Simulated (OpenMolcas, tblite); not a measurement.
A ladder of methods for CH6AlFSi (SMILES C[SiH2][AlH][F])

CH6AlFSi: 10 atoms, total charge 0, spin state singlet. SMILES: `C[SiH2][AlH][F]`. The shape is that of a PBE0-D4/def2-TZVP optimisation. This is one conformer, not always the lowest.

Each level gives the vertical ionisation energy (to the doublet cation) (eV). The values are calculated.

```tsv
level	kind	program	value (eV)	less CCSD(T)/6-31G*
IPEA1-xTB	semi-empirical	tblite	12.98	+3.66
HF/6-31G* (spherical functions)	Hartree–Fock	OpenMolcas	9.09	-0.23
SVWN5/6-31G* (spherical functions)	LDA	OpenMolcas	9.29	-0.03
BLYP/6-31G* (spherical functions)	GGA	OpenMolcas	9.07	-0.25
r2SCAN/6-31G* (spherical functions)	meta-GGA	OpenMolcas	9.37	+0.05
B3LYP/6-31G* (spherical functions)	global hybrid	OpenMolcas	9.48	+0.16
CCSD(T)/6-31G* (spherical functions), open shells restricted	coupled cluster or CI	OpenMolcas	9.32	0.00
```

CCSD(T)/6-31G* (spherical functions), open shells restricted is the highest level here, not the true value. The values span 9.07 to 12.98 eV. The xTB values lack the empirical shift that such differences need.
